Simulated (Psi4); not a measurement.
H9Si5 (SMILES [SiH]1[SiH2][SiH2][SiH2][SiH2]1), doublet, at a GFN2-xTB geometry.

Here is a job for Psi4.
```
memory 2 GB

molecule {
0 2
  Si    0.22496068    1.95440188   -0.01027980
  Si    1.88800118    0.44842216    0.55798722
  Si    0.94515537   -1.67383499    0.29088219
  Si   -1.27426537   -1.42182704   -0.36648372
  Si   -1.75058991    0.86157224   -0.51971999
  H     0.07045402    3.07203494    0.93982683
  H     2.47985432    0.61277713    1.89442217
  H     3.04627284    0.62184605   -0.33380809
  H     1.70712927   -2.45744605   -0.68791237
  H     1.04860490   -2.46514999    1.52306830
  H    -1.53179502   -2.08967682   -1.64724305
  H    -2.18526124   -2.09795509    0.56523578
  H    -2.18131473    1.21542148   -1.88215708
  H    -2.91961163    1.22586879    0.29516486
}

set basis sto-3g
set reference uhf

energy('scs-mp2')
print_variables()
```

### Question
What does this run give for the nuclear repulsion energy, number of basis functions, SCF-reference <S^2>, MP2 correlation energy, total energy?

### Answer

```
Property                            Value
-------------------------  --------------
nuclear repulsion energy      480.4118 Eh
number of basis functions              54
SCF-reference <S^2>                 0.756
MP2 correlation energy         -0.1909 Eh
total energy               -39007.8171 eV
```

These values belong to the state on which the SCF converged, which isn't shown to be the lowest.
